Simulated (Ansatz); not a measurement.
Spectroscopic constants of GeMo, multiplicity 7 (an upper state: multiplicity 5 came lower at CCSD(T)/def2-TZVPP on PBE0 minima). No spin–orbit coupling. Ge is treated without relativity.

Constants: fifth-degree fit in 1/R to seven points, most abundant isotopes. Runs in def2 and cc sets follow the lowest solution found near the PBE0 minimum.

The values were computed with Ansatz (Gaussian basis) for Hartree–Fock, density functionals and correlated methods. Values without a source in brackets are computed. In def2 rows elements past Kr take small-core potentials, without spin–orbit coupling.

```tsv
level	r_e (Å)	ω_e (cm⁻¹)	ω_e x_e (cm⁻¹)	dipole (D)
PBE/def2-TZVPP	2.601	[?]	0.66	1.85
PBE0/def2-TZVPP	2.614	201	0.70	2.38
wB97X-V/def2-TZVPP	[?]	[?]	0.53	3.07
```

Task: Complete the blanks.

Result: 
- wB97X-V/def2-TZVPP, r_e (Å): 2.625
- wB97X-V/def2-TZVPP, ω_e (cm⁻¹): 197
- PBE/def2-TZVPP, ω_e (cm⁻¹): 211

Ansatz is a first-principles code.
